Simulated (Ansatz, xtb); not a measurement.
Isomers of C4H7BrO2 in order of energy

8 gas-phase structures of C4H7BrO2, from a drawn sample of its isomers (lower ones may exist). Each was relaxed with GFN2-xTB; where two conformers were screened, the lower at r2SCAN-D4/def2-SVP//GFN2-xTB is listed:

A. `COC(=O)CCBr`, a singlet
B. `C[C@H](CBr)OC=O`, a singlet
C. `COCO/C=C/Br`, a singlet
D. `C=C(Br)OCOC`, a singlet
E. `CO[C@@H]1O[C@@H]1CBr`, a singlet
F. `COCCC(=O)Br`, a singlet
G. `O=COCCCBr`, a singlet
H. `CO[C@H](C)C(=O)Br`, a singlet

Q: Make a reasoned guess at their ranking by r2SCAN-D4/def2-SVP//GFN2-xTB single-point energy.

A: Calculated order at r2SCAN-D4/def2-SVP//GFN2-xTB: A (0.0), B (2.2), G (4.1), H (13.9), F (15.8), E (43.9), D (44.0), C (45.1) kcal/mol. Less than 1 kcal/mol parts E and D, so the order within that pair means little.

Energies above the lowest of each column, in kcal/mol; the last columns are at r2SCAN-D4/def2-SVP geometries and were run for some of them only (a dash: not run or not comparable):

```csv
structure,GFN2-xTB,HF/STO-3G,r2SCAN-D4/def2-SVP//GFN2-xTB,r2SCAN-D4/def2-SVP,CCSD(T)/def2-SVP + ΔMP2/def2-TZVPP
A,0.0,0.0,0.0,0.0,0.0
B,3.0,3.8,2.2,1.8,1.2
G,4.0,5.0,4.1,3.6,3.1
H,13.7,8.7,13.9,13.4,–
F,14.1,8.5,15.8,15.4,–
E,23.7,20.8,43.9,–,–
D,28.6,29.4,44.0,–,–
C,29.3,30.2,45.1,–,–
```

Every level run on A puts it lowest or level with the lowest. Flexible structures stand in one conformer each, not always the lowest. Frequencies (GFN2-xTB) were run for A, B, G alone. ΔMP2 is the change of the MP2 energy from the smaller to the larger basis.

Over these structures GFN2-xTB departs from r2SCAN-D4/def2-SVP//GFN2-xTB by 7.9 kcal/mol on average once a common shift is removed. A GFN2-xTB relaxation took about 0.073 s and the r2SCAN-D4/def2-SVP//GFN2-xTB energy about 2.4 s on a shared host (Ansatz 0.2.0, xtb 6.7.1).
